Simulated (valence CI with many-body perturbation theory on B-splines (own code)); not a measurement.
# Questions on Tm⁵³⁺

Calculated by valence CI with perturbative core correlation (CI+MBPT): six valence electrons over a frozen Dirac-Fock core [Ne], radial functions for each j: 9 s, 9 p, 8 d, 6 f, 3 g, 1 h, with the one-electron correlation potential Σ1 (screened to all orders), the two-electron term Σ2, the three-electron term Σ3, Breit, model QED; selected single and double excitations, second order for the rest, scaled by the run's own slope (own B-spline code, finite nucleus).

The last digits are not significant, and no measured levels were compared; by estimate large intervals hold to a few tenths of a per cent, small ones and those within an open d or f shell to about a per cent. Among the levels kept, up to 990 cm⁻¹ of a level comes from second order outside the variational space, and about a tenth of that is noise between levels of different J, which matters for small intervals.

Levels are named by their leading jj configuration (3d3/2^4 stands for four electrons in 3d with j = 3/2), which in mixed levels can hold well under half, so a name can repeat and another be missing.

Rates and lifetimes use the calculated energies. Strong lines usually hold to 10 to 20 %, long lifetimes can be off by a factor of two.

(1) What is the ground level?

(2) How well does LS coupling describe the low levels?

(3) What is the ionisation energy?

(4) What are the static dipole polarisabilities of the lowest levels?

(5) Name the longest-lived excited levels whose lifetime is computed, and their main decay.

(6) Where does the other parity begin?

(7) Among levels below 40.197 Ry, which E1 lines absorb most strongly from the ground level?

## Answers

(1) (3s^2 3p1/2^2 3p3/2^2) J=2, composition 68 % 3s2 3p4 3P + 31 % 3s2 3p4 1D, g = 1.335.

(2) Among the lowest 20 levels the leading LS term, summed over configurations, holds 51 % on average. For single configurations the figures are 50 % in LS and 95 % in jj coupling. Terms mix most in the J = 3 level at 16.349 Ry, where the leading one holds 28 %.

(3) 5046.5 eV; NIST lists 5044 ± 5 eV (theoretical).

(4) (3s^2 3p1/2^2 3p3/2^2) J=2 0.00442 (tensor 2.3e-05); (3s^2 3p1/2^2 3p3/2^2) J=0 0.00441 bohr³, of which the core gives 6.15e-05.

(5) (3s^2 3p1/2^2 3p3/2 3d3/2) J=0 at 16.329 Ry lives 114 ms, mostly by M2 to (3s^2 3p1/2^2 3p3/2^2) J=2; (3s^2 3p1/2^2 3p3/2^2) J=0 at 1.322 Ry lives 82.1 ms, mostly by E2 to (3s^2 3p1/2^2 3p3/2^2) J=2; (3s^2 3p1/2^2 3p3/2 3d5/2) J=4 at 20.286 Ry lives 1.03 μs, mostly by M1 to (3s^2 3p1/2^2 3p3/2 3d3/2) J=3.

(6) At (3s^2 3p1/2^2 3p3/2 3d3/2) J=2, 15.752 Ry.

(7) to (3s^2 3p1/2 3p3/2^2 3d3/2) J=3 at 2.514 nm, f = 0.243; to (3s^2 3p1/2 3p3/2^2 3d3/2) J=2 at 2.484 nm, f = 0.234; to (3s^2 3p1/2 3p3/2^2 3d3/2) J=1 at 2.463 nm, f = 0.158.
